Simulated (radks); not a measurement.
Results of a calculation; reference values are marked as such.
Problem. The mean radii <r> (bohr) of the occupied orbitals of an atom or ion are listed with their occupations. Code: a radial shooting solver on a logarithmic mesh with Libxc functionals. Model: scalar-relativistic Kohn-Sham, PW91, spin-polarised, spherical densities, point nucleus.

orbital  occ.      <r>
1s up       1  0.02111
1s down     1  0.02111
2s up       1  0.08976
2s down     1  0.08976
2p up       3  0.07945
2p down     3  0.07945
3s up       1   0.2346
3s down     1   0.2345
3p up       3   0.2335
3p down     3   0.2333
3d up       5   0.2122
3d down     5   0.2120
4s up       1   0.5299
4s down     1   0.5300
4p up       3   0.5617
4p down     3   0.5618
4d up       5   0.6097
4d down     5   0.6104
5s up       1    1.294
5s down     1    1.306
5p up       3    1.526
5p down     3    1.546
4f up       7   0.8531
4f down     3   0.8913

Name the element and its charge. Open shells, if any, are filled with parallel spins first.

Solution. Z = 66, dysprosium, charge +2: Dy2+ in [Xe] 4f10. The 1s radius gives Z: for a bare nucleus <r> = (2 gamma + 1)/(2Z) with gamma = sqrt(1 - (Z/c)^2), 0.02085 bohr for Z = 66, and screening makes it slightly larger (0.02111 here). The occupations add up to 64, and the charge is Z minus that.
